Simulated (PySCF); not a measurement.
# C₆ coefficients of unlike pairs at PBE0

Calculated with PySCF 2.14 from the dipole response of each species, C₆(A,B) = (3/π) ∫ α_A(iu) α_B(iu) du, in atomic units, from isotropic polarisabilities. For ions this is the dispersion term alone; charge-induced terms of lower order in 1/R come first.

| species | configuration | basis | relativity | α (bohr³) | C₆ (like pair) |
| --- | --- | --- | --- | --- | --- |
| K⁺ | [Ar] (1S) | dyall-acv3z (25s18p7d3f) | none | 5.585 | 23.89 |
| Si²⁺ | [Ne] 3s2 (1S) | aug-cc-pVQZ-DK (7s6p4d3f2g) | spin-free X2C | 11.81 | 40.64 |
| In | [Kr] 4d10 5s2 5p1 (2P) | dyall-av2z (22s16p12d) | none | 75.90 | 793.6 |
| P²⁺ | [Ne] 3s2 3p1 (2P) | aug-cc-pV(T+d)Z (6s5p4d2f) | none | 9.280 | 33.59 |

(1) Estimate C₆ for P²⁺ with K⁺.

No spin-orbit coupling is included.

The other pairs:

```json
{"pair": "In, K⁺", "C₆": "104.2"}
{"pair": "P²⁺, In", "C₆": "147.2"}
{"pair": "P²⁺, Si²⁺", "C₆": "36.56"}
{"pair": "In, Si²⁺", "C₆": "170.6"}
{"pair": "Si²⁺, K⁺", "C₆": "28.01"}
```

## Answers

(1) The integral gives 26.90. The combination rule 2 C_A C_B / (C_A α_B/α_A + C_B α_A/α_B) gives 26.78 and the geometric mean 28.32.
